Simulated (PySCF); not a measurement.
Isomers of C6H7F3O2.

All values: PBE0/pcSseg-1 (PySCF) at GFN2-xTB geometries, gas phase, one conformer each.

**Question.** Rank by the lowest Hirshfeld charge on any atom, highest value first.
A. `[CH2:1]=[CH:2][C:3](=[O:4])[O:5][C@H:6]([CH3:7])[C:8]([F:9])([F:10])[F:11]` with C1–C2–C3–O4 -1°, C2–C3–O5–C6 -178°, C3–O5–C6–C7 -130°
B. `[CH3:1][C@H:2]1[O:3][CH2:4][CH:5]=[C:6]1[O:7][C:8]([F:9])([F:10])[F:11]` with C5–C6–O7–C8 2°
C. `FC(F)(F)[C@H]1OCC12COC2`
D. `[O:1]=[C:2]1[CH2:3][CH2:4][O:5][C@H:6]1[CH2:7][C:8]([F:9])([F:10])[F:11]` with O5–C6–C7–C8 -76°, O1–C2–C3–C4 -172°, C2–C3–C4–O5 -26°, C3–C4–O5–C6 35°, C4–O5–C6–C7 -151°

**Answer.** B (-0.148 e), C (-0.175 e), D (-0.222 e), A (-0.244 e).

**Question.** Rank by dipole moment, highest first.
A. `[CH3:1][C@H:2]1[O:3][CH2:4][CH:5]=[C:6]1[O:7][C:8]([F:9])([F:10])[F:11]` with C5–C6–O7–C8 2°
B. `FC(F)(F)[C@H]1OCC12COC2`
C. `[CH2:1]=[CH:2][C:3](=[O:4])[O:5][C@H:6]([CH3:7])[C:8]([F:9])([F:10])[F:11]` with C1–C2–C3–O4 -1°, C2–C3–O5–C6 -178°, C3–O5–C6–C7 -130°
D. `[O:1]=[C:2]1[CH2:3][CH2:4][O:5][C@H:6]1[CH2:7][C:8]([F:9])([F:10])[F:11]` with O5–C6–C7–C8 -76°, O1–C2–C3–C4 -172°, C2–C3–C4–O5 -26°, C3–C4–O5–C6 35°, C4–O5–C6–C7 -151°

**Answer.** D (3.48 D), C (2.64 D), B (1.95 D), A (1.04 D).

**Question.** Rank by the lowest IAO charge on any atom, lowest value first.
A. `[CH3:1][C@H:2]1[O:3][CH2:4][CH:5]=[C:6]1[O:7][C:8]([F:9])([F:10])[F:11]` with C5–C6–O7–C8 2°
B. `[O:1]=[C:2]1[CH2:3][CH2:4][O:5][C@H:6]1[CH2:7][C:8]([F:9])([F:10])[F:11]` with O5–C6–C7–C8 -76°, O1–C2–C3–C4 -172°, C2–C3–C4–O5 -26°, C3–C4–O5–C6 35°, C4–O5–C6–C7 -151°
C. `[CH2:1]=[CH:2][C:3](=[O:4])[O:5][C@H:6]([CH3:7])[C:8]([F:9])([F:10])[F:11]` with C1–C2–C3–O4 -1°, C2–C3–O5–C6 -178°, C3–O5–C6–C7 -130°

**Answer.** C (-0.456 e), A (-0.437 e), B (-0.397 e).

All values together:

| SMILES | μ (D) | HOMO (eV) | LUMO (eV) | lowest IAO charge (e) | highest IAO charge (e) | lowest Hirshfeld charge (e) | highest Hirshfeld charge (e) |
| --- | --- | --- | --- | --- | --- | --- | --- |
| O=C1CCO[C@H]1CC(F)(F)F | 3.48 | -7.58 | -1.16 | -0.397 (O) | +0.812 (C) | -0.222 (O) | +0.262 (C) |
| C[C@H]1OCC=C1OC(F)(F)F | 1.04 | -7.15 | 0.07 | -0.437 (C) | +0.955 (C) | -0.148 (O) | +0.319 (C) |
| C=CC(=O)O[C@H](C)C(F)(F)F | 2.64 | -8.56 | -1.70 | -0.456 (O) | +0.801 (C) | -0.244 (O) | +0.254 (C) |
| C=C(C)O/C=C/OC(F)(F)F | 2.60 | -6.76 | -0.12 | -0.433 (C) | +0.949 (C) | -0.147 (C) | +0.317 (C) |
| FC(F)(F)[C@H]1OCC12COC2 | 1.95 | -7.62 | 0.77 | -0.423 (O) | +0.795 (C) | -0.175 (O) | +0.254 (C) |

Conformers: `[O:1]=[C:2]1[CH2:3][CH2:4][O:5][C@H:6]1[CH2:7][C:8]([F:9])([F:10])[F:11]` with O5–C6–C7–C8 -76°, O1–C2–C3–C4 -172°, C2–C3–C4–O5 -26°, C3–C4–O5–C6 35°, C4–O5–C6–C7 -151°; `[CH3:1][C@H:2]1[O:3][CH2:4][CH:5]=[C:6]1[O:7][C:8]([F:9])([F:10])[F:11]` with C5–C6–O7–C8 2°; `[CH2:1]=[CH:2][C:3](=[O:4])[O:5][C@H:6]([CH3:7])[C:8]([F:9])([F:10])[F:11]` with C1–C2–C3–O4 -1°, C2–C3–O5–C6 -178°, C3–O5–C6–C7 -130°; `[CH2:1]=[C:2]([CH3:3])[O:4]/[CH:5]=[CH:6]/[O:7][C:8]([F:9])([F:10])[F:11]` with C1–C2–O4–C5 23°, C2–O4–C5–C6 -158°, C5–C6–O7–C8 -2°.
